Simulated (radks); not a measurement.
Question: Spin polarisation of the 4p1 shell in Se3+. Start: [Ar] 3d10 4s2 4p(up 0.5, down 0.5); electrons of 4p are moved from spin down to spin up, other shells keep equal spins. Calculated with a radial shooting solver on a logarithmic mesh with Libxc functionals: non-relativistic Kohn-Sham, LDA (Slater exchange, Perdew-Wang correlation), spin-polarised, spherical densities, point nucleus. Estimate the energy gained and the exchange splitting at a moment of 1 Bohr magnetons.

Answer: At moment 1 the spin-polarisation energy is -0.277 eV and the 4p exchange splitting 1.118 eV, that is 1.118 eV per Bohr magneton; E = -I m^2/4 would give I = 1.109 eV.
